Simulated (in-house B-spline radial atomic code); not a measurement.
**Ionising Cd7+ with different functionals**

Computed with an all-electron radial atomic-structure program (B-spline basis): four-component Dirac-Coulomb Hamiltonian, Fermi nucleus of rms radius 4.6087 fm, spin-restricted, spherical fractional occupations for the functionals. The ionisation energy is the difference of two self-consistent energies, [Kr] 4d5 → [Kr] 4d4, without Breit or QED terms; ε is the level of the shell that loses the electron (mean over j). The electron is taken from both j subshells in proportion to 2j + 1, so the result is a j average, not the step between ground levels.

Hybrids are left out here: with spherical fractional occupations of an open shell their exact exchange keeps a self-interaction that integer-occupation calculations don't have.

```json
{"method": "LDA VWN5", "rung": "LDA", "ΔSCF (eV)": "129.42", "-ε(4d) (eV)": "119.16"}
{"method": "relativistic LDA", "rung": "LDA", "ΔSCF (eV)": "129.44", "-ε(4d) (eV)": "119.18"}
{"method": "LDA PW92", "rung": "LDA", "ΔSCF (eV)": "129.41", "-ε(4d) (eV)": "119.15"}
{"method": "LDA exchange-only", "rung": "LDA", "ΔSCF (eV)": "127.47", "-ε(4d) (eV)": "117.23"}
{"method": "PBE", "rung": "GGA", "ΔSCF (eV)": "129.25", "-ε(4d) (eV)": "118.99"}
{"method": "PBEsol", "rung": "GGA", "ΔSCF (eV)": "129.21", "-ε(4d) (eV)": "118.95"}
{"method": "BLYP", "rung": "GGA", "ΔSCF (eV)": "129.04", "-ε(4d) (eV)": "118.79"}
{"method": "RPBE", "rung": "GGA", "ΔSCF (eV)": "129.22", "-ε(4d) (eV)": "118.96"}
{"method": "PW91", "rung": "GGA", "ΔSCF (eV)": "129.35", "-ε(4d) (eV)": "119.09"}
{"method": "BP86", "rung": "GGA", "ΔSCF (eV)": "129.31", "-ε(4d) (eV)": "119.04"}
{"method": "AM05", "rung": "GGA", "ΔSCF (eV)": "129.23", "-ε(4d) (eV)": "118.96"}
{"method": "OLYP", "rung": "GGA", "ΔSCF (eV)": "129.74", "-ε(4d) (eV)": "119.45"}
```

Problem. How do they compare with the NIST value?

Solution. NIST lists 130 eV ± 2.1 (tabulated theory, ground level to ground level). Errors run from -2.63 to -0.36 eV; all lie within about twice that uncertainty, so the table can't rank the methods.
